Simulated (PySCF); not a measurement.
## Excitation energy of N²⁺ by level of theory

N²⁺ [He] 2s2 2p1 (2P) → N²⁺ [He] 2s2 3d1 (2D), as a difference of total energies. All numbers are calculated (PySCF 2.14, scalar relativity by spin-free X2C-1e, in x2c-QZVPPall with one added diffuse shell each of s, p, d, f type (8s5p4d3f1g, 73 functions)). Correlated levels: valence: 1s2 frozen. The calculations carry no spin-orbit coupling.

```json
{"method": "UHF", "excitation energy (eV)": "33.299"}
{"method": "MP2 (valence)", "excitation energy (eV)": "32.729"}
{"method": "SCS-MP2 (valence)", "excitation energy (eV)": "32.630"}
{"method": "CCSD (valence)", "excitation energy (eV)": "33.095"}
{"method": "CCSD(T) (valence)", "excitation energy (eV)": "33.092"}
```

Q: How much does correlation contribute at CCSD(T) (valence)?

A: 33.092 − (33.299) = -0.207 eV, measured against UHF.

A first-order spin-orbit estimate (lowest level to lowest level, LS coupling) adds 0.014 eV.

The promoted electron is Rydberg-like, and one or two diffuse shells describe it only roughly, which tends to raise the upper state.

The coupled-cluster amplitudes are large for the upper state (T1 above 0.03 or a double amplitude above 0.15), so a single reference is strained.
